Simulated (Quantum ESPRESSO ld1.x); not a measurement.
The aim is neutral hafnium in [Xe] 4f14 5d2 6s2. This ld1.x (Quantum ESPRESSO 7.5) run was made with `OMP_NUM_THREADS=1 ld1.x < ld1.in > ld1.out`. Can the result be used? Name any fault.

```
 &input
    zed=72.0,
    iswitch=1,
    rel=0,
    dft='B3LPY',
    config='[Xe] 4f14 5d2 6s2',
    verbosity='high',
    prefix='ld1',
    max_out_wfc=37,
    file_charge='ld1.rho',
 /
```

Output (excerpt):

```
     Program LD1 v.7.5 starts

     --------------------------- All-electron run ----------------------------

     atomic number is 72.00
     dft =B3LPY   lsd =0 sic =0 latt =0  beta=0.20 tr2=1.0E-14
     Exchange-correlation= B3LPY
                           (   7  12   9   7   0   0   0)
     EXX-fraction              =        0.20
     mesh =1987 r(mesh) = 100.61827 a.u. xmin = -7.00 dx = 0.00800
     1 Ry =  13.60569312 eV

     n l     nl                  e(Ry)          e(Ha)          e(eV)
     1 0     1S 1( 2.00)   -4425.181796103   -2212.590898051 -60207.6655312
     2 0     2S 1( 2.00)    -722.535203002    -361.267601501  -9830.5922426
     2 1     2P 1( 6.00)    -691.681682335    -345.840841168  -9410.8087086
     3 0     3S 1( 2.00)    -163.160624904     -81.580312452  -2219.9133922
     3 1     3P 1( 6.00)    -148.959255853     -74.479627927  -2026.6939230
     4 0     4S 1( 2.00)     -31.822435019     -15.911217510   -432.9662853
     4 1     4P 1( 6.00)     -25.969802184     -12.984901092   -353.3371590
     3 2     3D 1(10.00)    -122.478265780     -61.239132890  -1666.4016984
     5 0     5S 1( 2.00)      -4.080329818      -2.040164909    -55.5157153
     5 1     5P 1( 6.00)      -2.471975733      -1.235987866    -33.6329432
     4 2     4D 1(10.00)     -15.349604255      -7.674802127   -208.8420050
     4 3     4F 1(14.00)      -1.714343904      -0.857171952    -23.3248371
     5 2     5D 1( 2.00)      -0.268889188      -0.134444594     -3.6584238
     6 0     6S 1( 2.00)      -0.317901918      -0.158950959     -4.3252759

     final scf error:  7.5E-15 reached in  30 iterations

     Etot =  -28652.795986 Ry,  -14326.397993 Ha, -389841.149301 eV

     Ekin =   28645.423727 Ry,   14322.711864 Ha,  389740.844614 eV
     Encl =  -68230.832178 Ry,  -34115.416089 Ha, -928327.764146 eV
     Eh   =   11521.609186 Ry,    5760.804593 Ha,  156759.478871 eV
     Exc  =    -588.996721 Ry,    -294.498361 Ha,   -8013.708639 eV
```

Answer. No (silently wrong). The line at issue: dft='B3LPY'. The misspelt name is read as B3LYP (index line 7 12 9 7), and as for B3LYP no exact exchange is computed, so the numbers are not those of the hybrid. The sound input gives -14325.767 hartree.
